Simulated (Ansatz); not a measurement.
Total energies of Sn(OEt)H3 (C2H8OSn) from Ansatz at PBE0-D4/def2-TZVP, gas phase (1 Eh = 27.2114 eV = 2625.5 kJ/mol). The reference geometry is relaxed at B3LYP-D4/def2-SVP.

```xyz
12

Sn    2.103   -0.601    0.678
O     0.112   -0.469    0.508
C    -0.484    0.410   -0.420
C    -1.995    0.261   -0.338
H    -0.207    1.467   -0.215
H    -0.150    0.197   -1.458
H    -2.498    0.938   -1.049
H    -2.289   -0.774   -0.569
H    -2.347    0.495    0.679
H     2.312   -1.761    1.918
H     2.709    0.954    1.104
H     2.734   -1.117   -0.839
```

```json
{"state": "charge 0 singlet", "geometry": "reference", "energy (Eh)": "-370.41701"}
{"state": "charge 1 doublet", "geometry": "reference", "energy (Eh)": "-370.07198"}
{"state": "free Sn atom (triplet)", "geometry": "–", "energy (Eh)": "-214.25870"}
{"state": "free O atom (triplet)", "geometry": "–", "energy (Eh)": "-75.01860"}
{"state": "free C atom (triplet)", "geometry": "–", "energy (Eh)": "-37.80537"}
{"state": "free H atom (doublet)", "geometry": "–", "energy (Eh)": "-0.50104"}
```

In the def2 sets Sn takes a core potential; there is no spin–orbit coupling.

Q: Work out the vertical ionisation energy to the doublet.

A: E(charge 1 doublet) − E(charge 0 singlet) = -370.07198 − (-370.41701) = 0.34503 Eh = 9.39 eV. For comparison, −ε of the highest occupied level is 7.38 eV at this level, 2.01 eV less.

Q: What is the binding energy per atom against free atoms?

A: Atoms: 1 × (-214.25870) + 1 × (-75.01860) + 2 × (-37.80537) + 8 × (-0.50104) = -368.89636 Eh. Binding: -368.89636 − (-370.41701) = 1.52065 Eh = 41.38 eV, or 3.45 eV for each of 12 atoms (no zero-point energy, no counterpoise term).
